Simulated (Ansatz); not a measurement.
Total energies of `C/C=C\[NH][GaH2]`.

Cartesian coordinates in Å:
```
C -0.130 1.482 0.735
C -0.090 1.250 -0.736
C 0.018 0.063 -1.341
N 0.114 -1.192 -0.764
Ga 0.135 -1.923 0.927
H 0.767 1.101 1.239
H -0.982 0.981 1.211
H -0.207 2.546 0.963
H -0.152 2.112 -1.389
H 0.037 0.050 -2.428
H 0.193 -1.908 -1.471
H 0.276 -3.479 0.832
H 0.023 -1.083 2.225
```

Total charge 0; spin multiplicity 1. Correlated methods include outer-core shells of Ga, which these sets cover unevenly. Scalar relativity is left out up to krypton. The geometry is a stationary point of PBE0-D4/def2-TZVP. It is one conformer, not always the lowest. Basis def2-TZVPP, Ansatz.

RPA on PBE orbitals: Hartree–Fock energy of these orbitals -2095.93275 Eh, correlation -1.54560 Eh (frozen core).

```tsv
functional	energy without D4 (Eh)	D4 term (kJ/mol)
LDA (SPW92)	-2094.18909	–
PBE	-2098.26273	-28.4
revPBE	-2098.59380	-87.7
BLYP	-2098.77497	-62.3
r2SCAN	-2098.67282	-7.1
B97M-V	-2098.41876	–
PBE0	-2098.32230	-24.0
B3LYP	-2098.84920	-45.6
r2SCANh	-2098.65361	-7.5
r2SCAN0	-2098.62654	-8.3
HSE06 (plane-wave form)	-2098.31146	-22.4
BHLYP	-2098.65147	-34.5
CAM-B3LYP	-2098.81324	-24.4
LC-ωPBE	-2098.42488	–
ωB97X-V	-2098.55871	–
ωB97M-V	-2098.59368	–
B2PLYP	-2098.26697	–
PBE-QIDH	-2097.95971	–
```

B3LYP takes the VWN-RPA correlation (the form of Gaussian; ORCA's B3LYP/G). HSE06 is the plane-wave form, built on full-range PBE exchange. The double hybrids freeze the cores in their second-order part.

LC-ωPBE has ω = 0.4 bohr⁻¹.
